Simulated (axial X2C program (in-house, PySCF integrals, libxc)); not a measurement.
# Density and ELF of AlBr

Calculated with an in-house relativistic program for diatomic molecules. Spin-free means the one-electron spin-free X2C Hamiltonian. Basis: Br dyall-cv3z [8s9p6d4f1g], Al dyall-v3z [8s8p2d1f] (cores contracted in-house); Gaussian nuclei, density fitting, unrestricted open shells. Masses: Br 78.918 u, Al 26.982 u.

PBE0, spin-free, state M_S = 0, Λ = 0 (closed shell); Br at z = 0, Al at z = 2.321 Å.

The maps cover the half plane through the axis: z from -2.4 to 4.5 Å along the bond, ρ from 0.15 to 2.25 Å away from it (steps of 0.3 Å, the bottom row nearest the axis).

log10 of the density in e/bohr³:

digits 0 to 9 span -4.73 to 1.44 evenly
```
001112222222222222222211
011222333333333333332221
012233444443333333333322
112334445544444444443332
123344555555444444444332
123445666665555555544433
223455677766555676554433
223456689866556897554433
```

Electron localisation function (collinear form, no current term, damped to 0 at low density):

digits 0 to 9 span 0.00 to 1.00 evenly
```
000000111110000134553100
000012334321001368998620
000124556553112589999972
001246777765322689999996
001467888876433358999998
002578864677631001799999
013578513147720572199999
013677272717713857079999
```

The state is a single determinant with fixed occupations, the lowest that a limited PBE0 search found.
